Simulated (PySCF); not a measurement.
Compound: C4H10O2SSi.
SMILES with atom numbers: `[CH3:1][O:2][CH2:3][C@@H:4]1[CH2:5][O:6][SiH2:7][S:8]1`

Cartesian coordinates in Å at the GFN2-xTB level; atoms count from 1:
```xyz
18
C4H10O2SSi angstrom
C      2.7465    0.1966   -0.0297
O      1.8491   -0.8494    0.2594
C      0.8746   -1.0778   -0.7262
C     -0.2082    0.0004   -0.7790
C     -0.8817    0.1998    0.5757
O     -2.1046    0.8652    0.4332
Si    -3.0052    0.5497   -0.8811
S     -1.4874   -0.4851   -1.9976
H      2.2690    1.1803    0.0394
H      3.1776    0.0800   -1.0307
H      3.5365    0.1330    0.7163
H      0.4135   -2.0350   -0.4680
H      1.3368   -1.1695   -1.7194
H      0.2048    0.9484   -1.1342
H     -0.2460    0.8022    1.2304
H     -1.0460   -0.7749    1.0487
H     -3.3571    1.8309   -1.4618
H     -4.0811   -0.3887   -0.6168
```

Definitions: NICS(0) = −σiso at the ring centroid; NICS(1) = −σiso and NICS(1)zz = −σzz at ±1 Å along the ring normal z. Level: GIAO PBE0/pcSseg-1 (PySCF, non-relativistic, gas phase) on the GFN2-xTB geometry, one conformer.

Ring bond lengths (Å), with Mayer bond orders in brackets: C4–C5 1.526 (0.96), C5–O6 1.400 (0.88), O6–Si7 1.624 (1.00), Si7–S8 2.150 (0.94), S8–C4 1.832 (1.01).

Give the NICS values of each ring in ppm.

```tsv
ring	type	NICS(0)	NICS(1), two faces	NICS(1)zz, two faces	rms pucker (Å)	centre to ring atoms, mean (Å)
C4–C5–O6–Si7–S8	5-membered ring with O, S and Si; formal bonds all single	-8.4	-3.9 / -4.0	-3.5 / -4.2	0.16	1.42
```

What do they say, and how far can they be read as aromaticity?

- C4–C5–O6–Si7–S8: mean NICS(1)zz -3.9 ppm, shielded. C4, C5, Si7 have four or more neighbours, so the value isn't read as a sign of a π ring current.

What is the mean of the two in-plane components of NICS at the second NICS(1) probe listed for ring C4–C5–O6–Si7–S8, 1 Å off the ring?

The isotropic value is a third of the trace: (3 × -4.0 − (-4.2))/2 = -3.9 ppm.

List the ring angles and the Hirshfeld charges of the ring atoms.

- C4–C5–O6–Si7–S8: C4 108.5° (-0.039 e), C5 110.9° (+0.002 e), O6 118.3° (-0.234 e), Si7 97.0° (+0.390 e), S8 91.1° (-0.114 e); sum 525.9° against 540° for a flat convex ring.
